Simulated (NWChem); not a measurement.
System: C$_{2}$H$_{8}$Si; SMILES [SiH2](C)C

Computed with NWChem. Pople sets run with spherical d functions. The geometry was optimised at PBE0/def2-SVP. Computed dipoles belong to the equilibrium geometry; the measured one is vibrationally averaged.

Measured dipole moment: 0.75 D (NIST CCCBDB, as tabulated in the package chemicals).

Problem. Which of these levels lies farthest from the measured value, and how do the others fare: B3LYP/6-31G*; B3LYP/3-21G; B3LYP/6-31+G*; B3LYP/aug-cc-pVTZ; B3LYP/STO-3G; B3LYP/def2-TZVP; B3LYP/def2-SVPD; B3LYP/6-311++G**; B3LYP/def2-SVP?

Solution. B3LYP/STO-3G.
```
level              dipole moment (D)  computed − measured
-----------------  -----------------  -------------------
B3LYP/STO-3G                    0.22                -0.53
B3LYP/3-21G                     0.76                +0.01
B3LYP/6-31G*                    0.83                +0.08
B3LYP/6-31+G*                   0.76                +0.01
B3LYP/def2-SVP                  0.78                +0.03
B3LYP/def2-SVPD                 0.75                 0.00
B3LYP/def2-TZVP                 0.77                +0.02
B3LYP/6-311++G**                0.72                -0.03
B3LYP/aug-cc-pVTZ               0.76                +0.01
```
